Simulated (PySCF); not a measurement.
Lowest singlet excitation (eV) of eight silicon and germanium compounds: TDA-PBE beside TDA-PBE0, computed with PySCF for isolated molecules in the bases named; differences from unrounded values. The eight are the first of their class met in an unordered collection, after screening for sound electronic states; none was chosen by its value. Each molecule has one DFT geometry for both levels.

```csv
molecule,basis,TDA-PBE0,TDA-PBE,difference
"GeH7NOSi, SMILES [O]([SiH2]N)[GeH3]",def2-SVPD,6.80,5.80,-1.00
"F2H5NSi2, SMILES F[SiH2]N[SiH2]F",def2-SVPD,7.29,6.62,-0.67
"CH10FNSi3, SMILES C[Si@H](F)N([SiH3])[SiH3]",def2-SVPD,6.20,5.51,-0.69
"Si(H)(OH)2(SMe) (CH6O2SSi), SMILES S(C)[SiH](O)O",def2-SVPD,5.64,5.06,-0.58
"C4H6Si, SMILES C1[SiH2]C=CC=1",def2-SVPD,4.68,4.53,-0.15
"C2H11NSi3, SMILES C[SiH2][Si@@H]1CN[SiH2]1",def2-SVPD,5.08,4.22,-0.86
"C2H8O2Si, SMILES C[C@@H]([SiH2]O)O",def2-SVPD,6.34,5.59,-0.75
"C2H4F2Si, SMILES C=C(F)[SiH2]F",def2-SVPD,6.41,5.66,-0.75
```

TDA-PBE lies below TDA-PBE0 in 8 and above it in 0 of the eight; the mean signed difference is -0.68 and the largest -1.00 eV.
